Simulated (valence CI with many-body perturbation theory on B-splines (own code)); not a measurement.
# Level structure of Gd32+

Calculated by valence CI with perturbative core correlation (CI+MBPT): four valence electrons over a frozen Dirac-Fock core [Ar] 3d10, radial functions for each j: 11 s, 11 p, 10 d, 8 f, 5 g, 2 h, with the one-electron correlation potential Σ1, the two-electron term Σ2, the three-electron term Σ3, Breit, model QED; selected CI, second order for the rest, scaled by the run's own slope (own B-spline code, finite nucleus).

The last digits are not significant, and no measured levels were compared; by estimate large intervals hold to a few tenths of a per cent, small ones and those within an open d or f shell to about a per cent. Among the levels kept, up to 370 cm⁻¹ of a level comes from second order outside the variational space, and about a tenth of that is noise between levels of different J, which matters for small intervals.

Levels 46 to 90 of 186, with energies above the lowest level, (4s^2 4p1/2^2) J=0. "Leading %" is the weight of the configuration and term that name the level; weights of strongly mixed levels are sums over their largest components and can fall short, so below about 35 % the name and the second component can differ from the true leading terms, or belong to a minority configuration. In the jj column 3d3/2^4 stands for four electrons in 3d with j = 3/2. Lifetimes count E1, E2, E3, M1 and M2 decay at the calculated energies, and are blank where another channel may lead or the interval is too uncertain; long ones can be off by a factor of two.

```tsv
No.	Configuration	Term	J	E (cm⁻¹)	Leading %	g	Leading jj	Lifetime
46	4s 4p2 4d	5P	2	2279200	35	1.492	4s 4p1/2 4p3/2 4d3/2 (83 %)	1.62 ps
47	4s 4p2 4d	5P	1	2283900	49	1.994	4s 4p1/2 4p3/2 4d3/2 (88 %)	1.69 ps
48	4s 4p2 4d	3D	1	2296300	28	0.901	4s 4p1/2 4p3/2 4d3/2 (66 %)	2.83 ps
49	4s 4p2 4d	3P	2	2305800	43	1.381	4s 4p1/2 4p3/2 4d5/2 (74 %)	3.76 ps
50	4s 4p2 4d	5D	3	2310000	34	1.270	4s 4p1/2 4p3/2 4d5/2 (77 %)	5.15 ps
51	4s 4p2 4d	3D	1	2352400	69	0.801	4s 4p1/2 4p3/2 4d3/2 (78 %)	1.69 ps
52	4s 4p2 4d	3F	4	2353600	32	1.180	4s 4p1/2 4p3/2 4d5/2 (67 %)	5.64 ps
53	4s 4p2 4d	3D	3	2361800	50	1.270	4s 4p1/2 4p3/2 4d5/2 (67 %)	2.26 ps
54	4s 4p2 4d	3F	2	2372000	35	0.910	4s 4p1/2 4p3/2 4d3/2 (65 %)	1.73 ps
55	4s 4p2 4d	3D	3	2372600	41	1.187	4s 4p1/2 4p3/2 4d5/2 (77 %)	5.51 ps
56	4s 4p2 4d	1G	4	2373100	36	1.098	4s 4p1/2 4p3/2 4d5/2 (87 %)	15.0 ps
57	4s 4p2 4d	3P	0	2392000	88		4s 4p1/2 4p3/2 4d3/2 (69 %)	1.74 ps
58	4s 4p2 4d	3D	1	2402100	71	0.676	4s 4p1/2 4p3/2 4d5/2 (87 %)	3.97 ps
59	4s 4p2 4d	1F	3	2430100	30	1.046	4s 4p1/2 4p3/2 4d5/2 (69 %)	2.69 ps
60	4s 4p2 4d	3F	2	2441400	29	1.046	4s 4p1/2 4p3/2 4d5/2 (62 %)	2.57 ps
61	4s 4p2 4d	3P	1	2441800	42	1.437	4s 4p1/2 4p3/2 4d5/2 (89 %)	2.61 ps
62	4s 4p2 4d	3P	0	2447900	48		4s 4p1/2 4p3/2 4d5/2 (60 %)	2.18 ps
63	4s 4p2 4d	3D	2	2449400	51	1.149	4s 4p1/2 4p3/2 4d5/2 (75 %)	2.47 ps
64	4s 4p2 4d	3P	2	2470400	30	1.180	4s 4p1/2 4p3/2 4d5/2 (53 %)	1.54 ps
65	4s 4p2 4d	1P	1	2477100	36	1.182	4s 4p1/2 4p3/2 4d3/2 (33 %)	1.38 ps
66	4s2 4p 4f	3G	3	2520500	55	0.836	4s^2 4p1/2 4f5/2 (74 %)	2.47 ps
67	4s2 4p 4f	3G	4	2537200	31	1.088	4s^2 4p1/2 4f7/2 (79 %)	4.65 ps
68	4s2 4p 4f	3F	2	2557000	32	0.867	4s^2 4p1/2 4f5/2 (60 %)	1.91 ps
69	4s2 4p 4f	3D	3	2561600	36	1.186	4s^2 4p1/2 4f7/2 (71 %)	2.03 ps
70	4s 4p2 4d	3F	4	2574700	43	1.332	4s 4p3/2^2 4d5/2 (77 %)	9.39 ps
71	4s 4p2 4d	3D	2	2581000	28	1.374	4s 4p3/2^2 4d3/2 (82 %)	1.82 ps
72	4s 4p2 4d	3D	3	2583600	32	1.319	4s 4p3/2^2 4d3/2 (71 %)	1.92 ps
73	4s 4p2 4d	3P	1	2583700	33	1.663	4s 4p3/2^2 4d3/2 (82 %)	2.07 ps
74	4s 4p2 4d	1S	0	2586300	30		4s 4p3/2^2 4d5/2 (50 %)	13.6 ps
75	4s 4p2 4d	3G	5	2596800	51	1.288	4s 4p3/2^2 4d5/2 (92 %)	41.9 ps
76	4s 4p2 4d	3F	4	2628400	54	1.184	4s 4p3/2^2 4d3/2 (67 %)	2.09 ps
77	4s 4p2 4d	3P	0	2660600	65		4s 4p3/2^2 4d3/2 (51 %)	1.30 ps
78	4s 4p2 4d	1F	3	2688100	28	1.051	4s 4p3/2^2 4d5/2 (40 %)	2.73 ps
79	4s 4p2 4d	3D	2	2690300	20	0.974	4s 4p3/2^2 4d3/2 (46 %)	1.23 ps
80	4s 4p2 4d	3D	1	2694800	46	0.937	4s 4p3/2^2 4d3/2 (68 %)	1.65 ps
81	4s 4p2 4d	3P	2	2707800	33	1.268	4s 4p3/2^2 4d3/2 (39 %)	1.85 ps
82	4s 4p2 4d	3D	1	2713100	36	1.246	4s 4p3/2^2 4d5/2 (56 %)	2.34 ps
83	4s 4p2 4d	3F	4	2720300	49	1.159	4s 4p3/2^2 4d5/2 (59 %)	3.37 ps
84	4s 4p2 4d	3D	3	2721600	43	1.213	4s 4p3/2^2 4d5/2 (64 %)	4.13 ps
85	4s 4p2 4d	3D	1	2722500	37	0.886	4s 4p3/2^2 4d3/2 (52 %)	1.72 ps
86	4s 4p2 4d	3D	2	2744200	30	1.148	4s 4p3/2^2 4d5/2 (42 %)	2.05 ps
87	4s 4p2 4d	3D	3	2747400	63	1.267	4s 4p3/2^2 4d5/2 (66 %)	2.25 ps
88	4s2 4d2	3F	2	2766900	52	0.850	4s^2 4d3/2 4d5/2 (27 %)	1.29 ps
89	4s 4p2 4d	3D	3	2777400	29	1.161	4s 4p3/2^2 4d5/2 (56 %)	1.78 ps
90	4s 4p2 4d	1D	2	2787100	50	1.038	4s 4p3/2^2 4d5/2 (72 %)	4.17 ps
```

Where two levels of one J and parity lie close, their mixing, g and order are uncertain.
